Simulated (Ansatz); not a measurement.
Cl2Mg, charge +1, doublet, at a GFN2-xTB geometry (such geometries of metal compounds can be far from the true shape) (a state made from the parent by changing its charge; the spin is typed, not shown lowest); Ansatz (a first-principles code) with PBE0/cc-pVDZ.

Here is a job for Ansatz.
Ansatz 0.2 input:
```yaml
crystal:
  periodic: [false, false, false]
  atoms:
    - {symbol: Mg, position_ang: [0.00000000, 0.00000000, 0.00000000]}
    - {symbol: Cl, position_ang: [-0.00000000, -0.00000000, -2.17107165]}
    - {symbol: Cl, position_ang: [0.00000000, 0.00000000, 2.17107165]}
basis:
  gaussian:
    orbitals: cc-pVDZ
    nuclear_model: gaussian
hamiltonian:
  xc: pbe0
total_charge: 1
magnetization: {spin_polarized: true, initial_magnetization: 1}
```

Task: What does Ansatz print? Leave out banner, timings and long lists.

Result: 
```
Functional definition: PBE0
552 factors; integrals over basis functions are off by at most 5.0e-4 eV
mean field evaluation 1: about -30469.2685 eV, gradient 2.0e1 eV
mean field evaluation 2: about -30469.7282 eV, gradient 1.9e1 eV
mean field evaluation 4: about -30471.7669 eV, gradient 3.2e-1 eV
mean field evaluation 8: about -30471.8367 eV, gradient 9.8e-3 eV
mean field evaluation 16: about -30471.8368 eV, gradient 1.3e-5 eV
mean field -30471.83675064 eV, -1119.8193460334 hartree, gradient 7.5e-7 eV, S^2 0.755340; 2 other end points of the search recorded, 0 dependent functions left out
reference -30471.83678968 eV, -1119.8193474679 hartree; 23, 22 occupied and 31, 32 virtual orbitals, 552 factors
Total energy: -30471.83678968 eV, -1119.8193474679 hartree
```
